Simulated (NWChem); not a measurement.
Molecule: C$_{3}$H$_{4}$F$_{2}$Si; SMILES C1=C[SiH2]C1(F)F

```xyz
10

F     -0.1813    -1.4565     1.0990
C     -0.0054    -0.6522     0.0000
F     -0.1813    -1.4565    -1.0990
C      1.3280     0.0641     0.0000
C      1.0423     1.3830     0.0000
Si    -0.8147     1.1129     0.0000
H      2.2981    -0.4360     0.0000
H      1.7646     2.1929     0.0000
H     -1.5758     1.5162    -1.2137
H     -1.5758     1.5162     1.2137
```
Atoms are numbered in this order, from 1.

Level: B3LYP/6-31G* (spherical d) (NWChem), optimised geometry, unscaled harmonic frequencies. 

Q: List the harmonic frequencies with IR intensities, and the thermochemistry.

A: 
```
frequency (cm⁻¹)  IR intensity (km/mol)
----------------  ---------------------
160                                 0.4
220                                 0.3
339                                 4.5
381                                 0.1
435                                10.4
580                                 7.4
591                                17.1
646                                35.1
651                                 0.3
741                                52.6
808                                63.6
810                                47.8
975                               167.1
1009                                1.6
1018                               14.8
1105                              168.5
1126                               31.2
1205                              101.1
1329                               92.2
1597                                0.8
2241                              139.5
2253                              159.3
3159                               15.7
3232                                6.8
```

* **zero-point energy**: 38.0 kcal/mol
* **thermal correction to the enthalpy at 298.15 K (with zero-point energy)**: 42.4 kcal/mol
* **heat capacity Cv**: 22.2 cal/(mol K)
* **entropy at 298.15 K and 1 atm (symmetry number 1)**: 77.2 cal/(mol K)
* **dipole moment**: 2.20 D

Rigid rotor and harmonic oscillator.
